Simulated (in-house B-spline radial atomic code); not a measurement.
A run on Er+ (an excited or competing configuration) that did not converge. Method: scalar-relativistic (X2C) TPSSh, spin-polarised, spherical fractional occupations, exact exchange averaged over the configuration, Fermi nucleus of rms radius 5.2516 fm; computed with a B-spline radial code for spherical atoms.

Command:
```bash
python run_scf.py task.json out
```
Settings (nuclear radius in fm, mass in u):
```
Z                68
configuration    [Xe] 4f12 7s1
hamiltonian      x2c
method           tpssh
spin_polarised   True
nucleus          fermi
rms_radius       5.2516
atomic_mass      165.9303
speed_of_light   137.035999084
exact_exchange   averaged over the configuration
```

First and last ten iterations of the last attempt (damped for 15 steps, keeping 80 % of the old Fock matrix, then DIIS):
```
 iter        energy (Eh)    residual
    1      -13085.233684    1.15e-01
    2      -13067.663470    3.50e-01
    3      -13083.484735    2.32e-01
    4      -13050.160368    7.11e-01
    5      -13082.409903    2.85e-01
    6      -13067.499893    3.70e-01
    7      -13082.693443    2.67e-01
    8      -13049.772477    6.51e-01
    9      -13082.160351    2.88e-01
   10      -13041.649417    5.60e-01
  111      -13061.766308    8.63e-01
  112      -13065.573637    7.58e-01
  113      -13067.862687    7.31e-01
  114      -13068.454480    7.14e-01
  115      -13068.186378    7.20e-01
  116      -13065.411401    8.07e-01
  117      -13084.498808    1.70e-01
  118      -11822.755461    2.76e+00
  119      -11821.902752    2.77e+00
  120      -11821.581869    2.78e+00
 not converged after 120 iterations
```

The smallest residual met was 2.6e-02; the threshold is about 7e-07. No energy from this run should be used. Time taken, with all properties: 7.6 s on 1 thread of Intel(R) Xeon(R) Platinum 8488C, with other jobs on the host.
